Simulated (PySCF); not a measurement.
Question: What does the PBE0-D3(BJ)/def2-SVP structure of `FC(F)(F)CN1CCCCC1` look like in three dimensions?

Answer: 
```xyz
23
C7H12F3N angstrom
F     -4.044   -0.052   -0.080
C     -2.783   -0.043    0.367
F     -2.633   -1.110    1.161
F     -2.636    1.045    1.133
C     -1.809   -0.057   -0.801
N     -0.416   -0.023   -0.495
C      0.159   -1.205    0.116
C      1.667   -1.226   -0.090
C      2.301    0.058    0.433
C      1.627    1.275   -0.189
C      0.121    1.221    0.022
H     -2.044   -0.966   -1.380
H     -2.077    0.806   -1.433
H     -0.304   -2.095   -0.338
H     -0.059   -1.258    1.205
H      2.096   -2.109    0.411
H      1.874   -1.327   -1.169
H      3.385    0.067    0.233
H      2.185    0.100    1.531
H      2.026    2.207    0.241
H      1.832    1.298   -1.273
H     -0.371    2.058   -0.500
H     -0.100    1.352    1.104
```

Orientation and origin are arbitrary. Atoms count from 1 in this order. N6 (tertiary amine nitrogen) has angles 117.3°, 117.3° and 113.7°, sum 348.3°, 0.29 Å off the plane of its three neighbours. Of the pairs four or more bonds apart, F4···C11 is among the closest relative to their van der Waals radii: 2.98 Å, 94 % of the sum of Bondi's values. The 6-membered ring N6–C7–C8–C9–C10–C11 has internal angles of 110.3° to 113.7° (sum 666°, against 720° for a flat polygon); it is puckered, 0.23 Å rms from its mean plane, widest ring torsion 59°. The C–N distances run from 1.426 Å (C5–N6, drawn single) to 1.450 Å (N6–C11, drawn single), a spread of 0.024 Å.

Bonds between heavy atoms (Å): F1–C2 1.338, C2–F3 1.338, C2–F4 1.338, C2–C5 1.521, C5–N6 1.426, N6–C7 1.450, C7–C8 1.522, C8–C9 1.524, C9–C10 1.524, C10–C11 1.522, N6–C11 1.450.

Level of theory: PySCF, PBE0-D3(BJ)/def2-SVP geometry optimisation, gas phase.

No frequency check. One conformer, not necessarily the lowest (C2–C5–N6–C7 70°, C5–N6–C7–C8 159°, N6–C7–C8–C9 55°, C7–C8–C9–C10 -54°, C8–C9–C10–C11 54°).
